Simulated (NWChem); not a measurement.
# AlBrCl2; SMILES [Al]([Cl])([Cl])[Br]

Computed with NWChem. Pople sets run with spherical d functions. The geometry was optimised at B3LYP/6-31G* (spherical d). B3LYP is NWChem's, with the RPA form of VWN correlation. Ions are spin-unrestricted doublets at the neutral geometry; other ion states weren't tried.

For level M06-2X/6-31G*:

* **vertical ionisation energy, ΔSCF (eV)**: 11.43
* **−ε(HOMO) (eV)**: 10.24

Estimate the same quantities for level B3LYP/6-31G*.


* **vertical ionisation energy, ΔSCF (eV)**: 10.95
* **−ε(HOMO) (eV)**: 8.67
